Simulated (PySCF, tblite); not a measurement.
Isomers of C5H8OSi. Computed values, GFN2-xTB/tblite, gas phase, harmonic and unscaled. This tight-binding method is rough: wavenumbers can miss measured ones by several per cent, in bad cases by 10 to 20. Modes of hydrogen on silicon can be 10 to 20 % off. One conformer each.

Electronic energies: PBE0/pcSseg-1 single points on the GFN2-xTB geometries (PySCF, gas phase).

```
           SMILES  electronic energy, lowest = 0 (kcal/mol)
C=CCC([SiH3])=C=O                                      19.7
 C=C1CO[SiH2]C1=C                                       0.0
 CC[Si@H]1C=CC1=O                                      11.6
```

Task: How do GFN2-xTB zero-point energies change the relative energies?

Result: 
```
           SMILES  ZPE (kcal/mol)  of it from modes above 1550 cm⁻¹  electronic (kcal/mol)  with ZPE, lowest = 0 (kcal/mol)  lowest mode (cm⁻¹)  rings
 C=C1CO[SiH2]C1=C            69.8                              37.4                    0.0                              0.0                  33      1
 CC[Si@H]1C=CC1=O            71.0                              38.3                   11.6                             12.8                  42      1
C=CCC([SiH3])=C=O            67.3                              37.1                   19.7                             17.1                  27      0
```

The zero-point energies span 3.7 kcal/mol, from `C=CCC([SiH3])=C=O` to `CC[Si@H]1C=CC1=O`. The order is unchanged.

Task: And how do the electronic energies of GFN2-xTB itself compare?

Result: `C=C1CO[SiH2]C1=C` 0.0; `CC[Si@H]1C=CC1=O` 53.4; `C=CCC([SiH3])=C=O` 33.0 kcal/mol, lowest = 0. Against the energies above, taken from the same isomer `C=C1CO[SiH2]C1=C`, the largest difference is 41.8 kcal/mol.

Task: What do entropy and thermal enthalpy add at 298.15 K and 1 bar (rigid rotor, harmonic oscillator, one conformer each)?

Result: 
| SMILES | point group | symmetry number | S (cal/(mol K)) | H − H(0) (kcal/mol) | ZPE + H − H(0) − TS (kcal/mol) |
| --- | --- | --- | --- | --- | --- |
| C=C1CO[SiH2]C1=C | Cs | 1 | 87.4 | 5.52 | 49.3 |
| CC[Si@H]1C=CC1=O | C1 | 1 | 91.6 | 6.00 | 49.7 |
| C=CCC([SiH3])=C=O | C1 | 1 | 97.7 | 6.57 | 44.7 |
